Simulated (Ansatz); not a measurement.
Species: sum formula LiOH, charge 1, multiplicity 2. 
Structure (B3LYP-D3(BJ)/def2-TZVP (Ansatz, an electronic-structure program) minimum search):
```
O
H 1 0.9795
Li 1 1.8856 2 154.69
```
Charge +1, spin multiplicity 2.

Basis-set convergence of Hartree-Fock and CCSD correlation energies (hartree) with Ansatz. Valence correlation only, unless marked. Open shells are spin-unrestricted. No spin-orbit coupling. No relativistic terms.

| basis | functions | E(HF) | E(corr, CCSD) |
|---|---|---|---|
| def2-SVP | 28 | -82.60129 | -0.16346 |
| def2-TZVPP | 64 | -82.69864 | -0.21092 |
| def2-QZVPP | 122 | -82.70268 | -0.22710 |

Extrapolating the two largest sets (X = 3 and 4) as X^-3: E(corr) = (64·(-0.22710) - 27·(-0.21092))/37 = -0.2389 Eh, an estimate of the basis-set limit. The largest set recovers 95.1 % of it, the smallest 68.4 %.
